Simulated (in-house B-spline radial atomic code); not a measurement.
Inner levels of palladium as electrons are removed. A shift is the extra binding of the orbital against the neutral atom ([Kr] 4d10). The density at the nucleus is averaged over the nuclear charge. Computed with a B-spline radial code for spherical atoms: Dirac-Hartree-Fock, jj configuration that fills j = l - 1/2 first, finite nuclei.

A number in brackets counts the electrons of a j subshell.

```tsv
ion	configuration	shift of 1s1/2 (eV)	radius of 1s1/2 (bohr)	Σ<r²> (bohr²)	change of density at nucleus (bohr⁻³)
Pd27+	[Ar] 3d3/2(1)	1247.73	0.031848	1.3233	327.28
Pd28+	[Ne] 3s2 3p6	1344.47	0.031848	1.1967	415.15
Pd29+	[Ne] 3s2 3p1/2(2) 3p3/2(3)	1444.15	0.031844	1.0499	514.79
Pd30+	[Ne] 3s2 3p1/2(2) 3p3/2(2)	1545.67	0.03184	0.90808	616.98
Pd31+	[Ne] 3s2 3p1/2(2) 3p3/2(1)	1649.03	0.031835	0.77091	721.72
Pd32+	[Ne] 3s2 3p1/2(2)	1754.24	0.03183	0.63824	829.03
Pd33+	[Ne] 3s2 3p1/2(1)	1864.42	0.031825	0.51445	909.53
Pd34+	[Ne] 3s2	1976.59	0.031819	0.39482	991.35
Pd35+	[Ne] 3s1	2081.77	0.031817	0.26896	-584.76
Pd36+	[He] 2s2 2p6	2188.45	0.031814	0.14647	-2214.98
Pd37+	[He] 2s2 2p1/2(2) 2p3/2(3)	2447.92	0.031789	0.12693	-1910.96
Pd38+	[He] 2s2 2p1/2(2) 2p3/2(2)	2711.73	0.031763	0.10816	-1600.2
Pd39+	[He] 2s2 2p1/2(2) 2p3/2(1)	2979.87	0.031736	0.090127	-1282.65
Pd40+	[He] 2s2 2p1/2(2)	3252.32	0.031709	0.072802	-958.28
Pd41+	[He] 2s2 2p1/2(1)	3542.1	0.031676	0.057108	-741.34
Pd42+	[He] 2s2	3836.74	0.031641	0.042062	-523.89
Pd43+	[He] 2s1	4088.69	0.031638	0.022121	-7605.7
Pd44+	1s2	4343.48	0.031621	0.0026957	-14895.8
Pd45+	1s1	5155.74	0.031349	0.0013235	-70630.5
```
